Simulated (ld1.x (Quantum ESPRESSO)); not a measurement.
**u(r) = r·R(r): atom against pseudo-atom (Zr (Z = 40))**

Columns: radius, all-electron u(r) and pseudo u(r) of the 4d shell (level -9.98 eV) of zirconium in the configuration [Kr] 4d2 5s1 5p0; PBE, scalar-relativistic, RRKJ scheme, ld1.x (Quantum ESPRESSO) 7.5.

```json
{"r (bohr)": "0.165", "all-electron": "0.2185", "pseudo": "-0.0053"}
{"r (bohr)": "0.330", "all-electron": "0.3042", "pseudo": "-0.0397"}
{"r (bohr)": "0.495", "all-electron": "0.1276", "pseudo": "-0.1198"}
{"r (bohr)": "0.660", "all-electron": "-0.1185", "pseudo": "-0.2424"}
{"r (bohr)": "0.825", "all-electron": "-0.3385", "pseudo": "-0.3868"}
{"r (bohr)": "0.990", "all-electron": "-0.5051", "pseudo": "-0.5240"}
{"r (bohr)": "1.155", "all-electron": "-0.6163", "pseudo": "-0.6292"}
{"r (bohr)": "1.320", "all-electron": "-0.6803", "pseudo": "-0.6910"}
{"r (bohr)": "1.485", "all-electron": "-0.7082", "pseudo": "-0.7139"}
{"r (bohr)": "1.650", "all-electron": "-0.7104", "pseudo": "-0.7114"}
{"r (bohr)": "1.815", "all-electron": "-0.6952", "pseudo": "-0.6952"}
{"r (bohr)": "1.980", "all-electron": "-0.6687", "pseudo": "-0.6687"}
{"r (bohr)": "2.145", "all-electron": "-0.6354", "pseudo": "-0.6354"}
{"r (bohr)": "2.310", "all-electron": "-0.5984", "pseudo": "-0.5984"}
{"r (bohr)": "2.475", "all-electron": "-0.5597", "pseudo": "-0.5597"}
{"r (bohr)": "2.640", "all-electron": "-0.5208", "pseudo": "-0.5208"}
{"r (bohr)": "2.805", "all-electron": "-0.4824", "pseudo": "-0.4824"}
{"r (bohr)": "2.970", "all-electron": "-0.4452", "pseudo": "-0.4452"}
{"r (bohr)": "3.135", "all-electron": "-0.4096", "pseudo": "-0.4096"}
{"r (bohr)": "3.300", "all-electron": "-0.3757", "pseudo": "-0.3757"}
{"r (bohr)": "3.465", "all-electron": "-0.3436", "pseudo": "-0.3436"}
{"r (bohr)": "3.630", "all-electron": "-0.3134", "pseudo": "-0.3134"}
{"r (bohr)": "3.795", "all-electron": "-0.2852", "pseudo": "-0.2852"}
{"r (bohr)": "3.960", "all-electron": "-0.2590", "pseudo": "-0.2590"}
{"r (bohr)": "4.125", "all-electron": "-0.2348", "pseudo": "-0.2348"}
{"r (bohr)": "4.290", "all-electron": "-0.2124", "pseudo": "-0.2124"}
```

Problem. How many radial nodes do the two functions have?

Solution. The all-electron 4d function has n − l − 1 = 1; the pseudo-wave has 0, since the states of the same l below it are removed with the core.

Problem. At about which radius was the pseudo-wave matched?

Solution. 1.80 bohr, where the columns begin to agree (steps of 0.17 bohr).

Problem. Where does each function peak?

Solution. Outermost all-electron maximum near 1.65 bohr, pseudo maximum near 1.49 bohr (to the table’s step).

Problem. Is the pseudo-wave norm-conserving?

Solution. Yes: the RRKJ scheme keeps the norm inside the radius equal to the all-electron one, which fixes the energy derivative of the logarithmic derivative at the level.
